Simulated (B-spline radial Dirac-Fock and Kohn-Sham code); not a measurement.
**Auger parameter of cerium: the K level and its strongest K-LL line**

These are calculated numbers from a radial atomic solver; the model is multi-electron Dirac-Fock with separately optimised hole states, Breit and Lamb-shift corrections added in first order. The modified Auger parameter α′ is the binding energy plus the kinetic energy of the Auger electron; it does not depend on the energy zero. For free ions it tends to fall with charge, since less charge screens the final holes.

```
            species         configuration  binding 1s (eV)  Auger line  kinetic (eV)  α′ (eV)
                 Ce      [Xe] 4f1 5d1 6s2          40450.6    L2L3 J=2       28357.5  68808.1
                 Ce      [Xe] 5d1 6s2 6p1          40462.4    L2L3 J=2       28341.9  68804.3
                 Ce          [Xe] 4f2 6s2          40443.3    L2L3 J=2       28367.7  68811.0
                 Ce      [Xe] 4f1 6s2 6p1          40454.2    L2L3 J=2       28353.1  68807.2
                 Ce  [Xe] 4f1 5d1 6s1 6p1          40451.6    L2L3 J=2       28356.6  68808.2
                 Ce          [Xe] 4f3 5d1          40434.9    L2L3 J=2       28382.5  68817.4
                Ce⁺          [Xe] 4f1 5d2          40454.5    L2L3 J=2       28353.3  68807.8
                Ce⁺          [Xe] 4f2 5d1          40447.3    L2L3 J=2       28363.4  68810.7
   Ce⁺ (Watson 2 Å)          [Xe] 4f1 5d2          40447.8    L2L3 J=2       28360.4  68808.2
 Ce⁺ (Watson 2.4 Å)          [Xe] 4f1 5d2          40448.7    L2L3 J=2       28359.3  68808.0
               Ce²⁺              [Xe] 4f2          40457.1    L2L3 J=2       28351.5  68808.6
Ce²⁺ (Watson 1.6 Å)              [Xe] 4f2          40439.5    L2L3 J=2       28369.4  68808.9
               Ce³⁺              [Xe] 4f1          40476.2    L2L3 J=2       28327.8  68803.9
               Ce³⁺              [Xe] 6s1          40488.3    L2L3 J=2       28311.9  68800.2
               Ce³⁺              [Xe] 6p1          40489.3    L2L3 J=2       28311.0  68800.2
Ce³⁺ (Watson 1.8 Å)              [Xe] 4f1          40452.3    L2L3 J=2       28351.7  68804.0
Ce³⁺ (Watson 2.2 Å)              [Xe] 4f1          40456.5    L2L3 J=2       28347.4  68803.9
               Ce⁴⁺     [Kr] 4d10 5s2 5p6          40497.8    L2L3 J=2       28301.6  68799.4
Ce⁴⁺ (Watson 2.4 Å)     [Kr] 4d10 5s2 5p6          40473.8    L2L3 J=2       28325.6  68799.4
Ce⁴⁺ (Watson 2.7 Å)     [Kr] 4d10 5s2 5p6          40476.5    L2L3 J=2       28322.9  68799.4
               Ce⁵⁺     [Kr] 4d10 5s2 5p5          40514.9    L2L3 J=2       28283.8  68798.7
               Ce⁶⁺     [Kr] 4d10 5s2 5p4          40533.0    L2L3 J=2       28265.2  68798.2
               Ce⁷⁺     [Kr] 4d10 5s2 5p3          40551.8    L2L3 J=2       28246.1  68798.0
               Ce⁸⁺     [Kr] 4d10 5s2 5p2          40571.6    L2L3 J=2       28226.0  68797.6
```
